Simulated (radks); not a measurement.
Spherical quantum dot in the effective-mass picture: electrons in a hard-walled sphere of radius 8.78, all in effective atomic units (hartree* = m*/eps^2 hartree, bohr* = eps/m* bohr), one dielectric constant everywhere. Calculated with a radial shooting solver with Libxc functionals: non-relativistic Kohn-Sham, LDA (Slater exchange, Perdew-Wang correlation), spin-polarised, spherical densities. Levels are named by radial order and angular momentum (1s, 1p, 1d, 2s, ...), and open shells are averaged over m.

N = 19, configuration 1s2 1p6 1d10 1f(up 1, down 0). This is the lowest configuration that the search found. Occupied and some empty levels:

| level | occupation | eigenvalue (hartree*) | <r> (bohr*) |
|---|---|---|---|
| 1s up | 1 | 2.6253 | 6.481 |
| 1s down | 1 | 2.6298 | 6.474 |
| 1p up | 3 | 2.6516 | 6.560 |
| 1p down | 3 | 2.6562 | 6.555 |
| 1d up | 5 | 2.7017 | 6.656 |
| 1d down | 5 | 2.7064 | 6.653 |
| 1f up | 1 | 2.7734 | 6.753 |
| 1f down | 0 | 2.7782 | 6.751 |
| 1g up | 0 | 2.8653 | 6.844 |
| 1g down | 0 | 2.8701 | 6.843 |
| 2s up | 0 | 2.9467 | 4.062 |
| 2s down | 0 | 2.9480 | 4.054 |
| 2p up | 0 | 3.0381 | 4.691 |
| 2p down | 0 | 3.0400 | 4.685 |
| 2d up | 0 | 3.1566 | 5.097 |
| 2d down | 0 | 3.1589 | 5.092 |

Energy (hartree*): total 26.6477, kinetic 4.8720, external 0, Hartree 25.451, exchange-correlation -3.6750.

Electron density:

| r (bohr*) | n(r) (e/bohr*^3) |
|---|---|
| 0.485 | 0.00005159 |
| 1.14 | 0.00008523 |
| 1.79 | 0.0001753 |
| 2.45 | 0.0003879 |
| 3.10 | 0.0008525 |
| 3.76 | 0.001791 |
| 4.41 | 0.003515 |
| 5.06 | 0.006290 |
| 5.72 | 0.009919 |
| 6.37 | 0.01300 |
| 7.03 | 0.01280 |
| 7.68 | 0.007755 |
| 8.34 | 0.001539 |
